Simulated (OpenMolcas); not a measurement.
**Cr3+: ligand-field states by method**

Cr3+ with 4 ligands (chloride) in tetrahedral coordination (Td) at 2.25 Å. A charge of +0.25 e stands 3.2 Å behind each ligand. Ligand basis ANO-RCC-VDZP.

```json
{"Program": "OpenMolcas 26.06", "Basis": "ANO-RCC-VTZP [6s5p3d2f1g]", "Scalar Hamiltonian": "DKH2, point nucleus", "Active space": "3 electrons in 5 orbitals (3d)", "State averaging": "2S+1 = 4 even, 10 roots; 2S+1 = 2 even, 40 roots", "Spin-orbit coupling": "RASSI with atomic mean-field integrals over the reference wave functions"}
```

I. CASSCF
II. SS-CASPT2, IPEA 0.25 Eh, imaginary shift 0.1 Eh (closed shells correlated: 3s 3p and the ligand valence shells)
III. SS-CASPT2, IPEA 0 Eh, imaginary shift 0.1 Eh (closed shells correlated: 3s 3p and the ligand valence shells)

Spin-free states (labels of Td) in cm-1, each column counted from its own energy of the first state listed:

| State | Degeneracy | I | II | III |
| --- | --- | --- | --- | --- |
| 4T1 | 3 | 0 | 0 | 0 |
| 4T2 | 3 | 4776 | 4940 | 4200 |
| 4A2 | 1 | 10353 | 13040 | 12630 |
| 2E | 2 | 13350 | 7420 | 8830 |
| 2T1 | 3 | 16632 | 10250 | 9440 |
| 2T2 | 3 | 17247 | 10400 | 9350 |
| 4T1 | 3 | 18832 | 14740 | 13710 |
| 2A1 | 1 | 19344 | 13240 | 11320 |
| 2T1 | 3 | 21533 | 13630 | 12160 |
| 2T2 | 3 | 23592 | 16850 | 15220 |
| 2T1 | 3 | 23753 | 17740 | 16180 |
| 2E | 2 | 24776 | 18150 | 16410 |
| 2T1 | 3 | 27626 | 23040 | 21830 |
| 2T2 | 3 | 27682 | 20560 | 18640 |
| 2E | 2 | 28140 | 23030 | 21810 |
| 2T2 | 3 | 37858 | 27170 | 24920 |
| 2A2 | 1 | 38255 | 28170 | 25940 |
| 2T1 | 3 | 38285 | 28470 | 26400 |
| 2E | 2 | 57409 | 43390 | 41550 |
| 2T2 | 3 | 58035 | 44050 | 42060 |

From I to II, I's first state of the same spin (4T2) moves from 4776 to 4940 cm-1, by about +160 cm-1.

From I to II, I's first state of another spin (2E) moves from 13350 to 7420 cm-1, by about -5900 cm-1.

χT at 300 K: I 1.47, II 1.47, III 1.46 cm3 K/mol.

Roots that are degenerate in the reference are averaged as groups; the widest CASPT2 spread within a group is 1100 cm-1 (the 3-fold group of multiplicity 4 near 4200 cm-1 above the lowest state of its run, III). Shifts and gaps below about the spread of the groups concerned are not significant. Over all roots computed the reference weight is 0.70 to 0.73 in II, 0.69 to 0.72 in III; a low but even weight reflects the number of correlated electrons. An orbital triplet at a regular site is open to Jahn-Teller coupling, which can distort the site and quench the lowest spin-orbit gaps and is left out. Ligand-to-metal charge-transfer states are missing. With no ligand orbital active B as a rule stays too high, so bands that hang on it stand too high and its fall with covalency is understated. Without dynamic correlation the repulsion within the d shell is too large (B by tens of per cent), so at a given field states of lower spin stand too high (holds for I). With metal d orbitals alone and no dynamic correlation the field as a rule comes out too small, by tens of per cent, by up to half for chloride and softer ligands (holds for I). These CASPT2 states fit no ligand-field parameters well, so their order and spin gaps are uncertain (holds for II; III). With one d shell and no ligand orbital active, 10Dq can be off by a tenth or more (holds for II; III). No measured value stands beside these numbers; the geometry is a model, was not optimised and need not be the one that this ion takes.
